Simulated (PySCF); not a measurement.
Dipole response of Sm⁴⁸⁺ (samarium, charge +48)

[Ne] 3s2 3p2, high-spin 3P determinant. Calculation: PySCF 2.14, in an even-tempered Gaussian basis (18 s from 10 bohr⁻², ratio 2.5; 12 p from 14 bohr⁻², ratio 2.5; 4 d from 54 bohr⁻², ratio 2.7; 4 f from 80 bohr⁻², ratio 2.7); scalar relativity by spin-free X2C-1e. Coupled (time-dependent) response in atomic units; α is the mean over directions.

| method | mean α (bohr³) | α xx, yy, zz | C₆ (like pair) | S(−4) |
| --- | --- | --- | --- | --- |
| UHF | 0.005409 | 0.007003, 0.004611, 0.004611 | 0.0002653 | 5.100e-05 |
| PBE0 | 0.005313 | 0.006925, 0.004507, 0.004507 | 0.0002581 | 4.946e-05 |

S(−4) is the Cauchy moment in α(ω) = α(0) + S(−4) ω² + …

Spin-orbit coupling is absent.

α(iu) at PBE0:

```csv
u (hartree),α(iu) (bohr³)
0,0.005312
1.00,0.005264
2.00,0.005123
4.00,0.004641
6.00,0.004039
8.00,0.003451
10.0,0.002940
15.0,0.002024
20.0,0.001478
30.0,0.0009192
50.0,0.0005169
```

For an ion, C₆ is the dispersion term alone; charge-induced terms of lower order in 1/R come first.

The components differ because the open shell of this determinant is not spherical; for a pure term their mean is the scalar polarisability.

Spin-orbit coupling is strong in this species (close to jj coupling), so the high-spin LS determinant is a model state, not a physical level.
